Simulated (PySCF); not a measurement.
## Dipole response of Hf⁺ (hafnium, charge +1)

[Xe] 4f14 5d1 6s2, 2D determinant. All numbers are calculated (PySCF 2.14, scalar relativity through the core potential, in aug-cc-pwCVTZ-PP with ECP60MDF (8s8p7d4f3g, 122 functions)). Coupled (time-dependent) response in atomic units; α is the mean over directions.

```json
{"method": "HSE06", "mean α (bohr³)": "53.15", "α xx, yy, zz": "52.01, 52.01, 55.43", "C₆ (like pair)": "507.5", "S(−4)": "1202"}
```

S(−4) is the Cauchy moment in α(ω) = α(0) + S(−4) ω² + …

Spin-orbit coupling is absent.

α(iu) at HSE06:

```json
{"u (hartree)": "0", "α(iu) (bohr³)": "53.15"}
{"u (hartree)": "0.0500", "α(iu) (bohr³)": "50.34"}
{"u (hartree)": "0.100", "α(iu) (bohr³)": "43.68"}
{"u (hartree)": "0.200", "α(iu) (bohr³)": "29.61"}
{"u (hartree)": "0.300", "α(iu) (bohr³)": "20.30"}
{"u (hartree)": "0.500", "α(iu) (bohr³)": "11.37"}
{"u (hartree)": "0.750", "α(iu) (bohr³)": "6.963"}
{"u (hartree)": "1.00", "α(iu) (bohr³)": "4.885"}
{"u (hartree)": "1.50", "α(iu) (bohr³)": "2.895"}
{"u (hartree)": "2.00", "α(iu) (bohr³)": "1.933"}
{"u (hartree)": "3.00", "α(iu) (bohr³)": "1.029"}
{"u (hartree)": "5.00", "α(iu) (bohr³)": "0.4229"}
```

A single London oscillator, α(iu) = α/(1 + u²/ω²), gives C₆ = (3/4) ω α². Matching the computed C₆ needs ω = 4 × 507.5 / (3 × 53.15²) = 0.240 hartree.

For an ion, C₆ is the dispersion term alone; charge-induced terms of lower order in 1/R come first.

The components differ because the open shell of this determinant is not spherical; for a pure term their mean is the scalar polarisability.

⟨L²⟩ = 8.42 against 6 for a pure D term, so this real determinant mixes terms. Energies and moments cover only the electrons outside the core potential. Spin-orbit coupling, absent here, splits the open shell strongly. ⟨S²⟩ = 1.37 against 0.75 shows spin contamination. The s, p, d and f populations moved away from the nominal configuration during the SCF.
